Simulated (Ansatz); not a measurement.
Name a neutral molecule of B, Cl, N, O and H with size of the dipole moment (PBE/def2-TZVPP) between 0.95 and 1.25 D and LUMO energy (PBE/def2-TZVPP) between -0.05 and 0.25 eV (Ansatz, PBE0-D4/def2-TZVP geometry).

`NB(O)Cl` (1.16 D, -0.03 eV). Other molecules can fit too; these were computed, each in one conformer that needn't be the lowest.
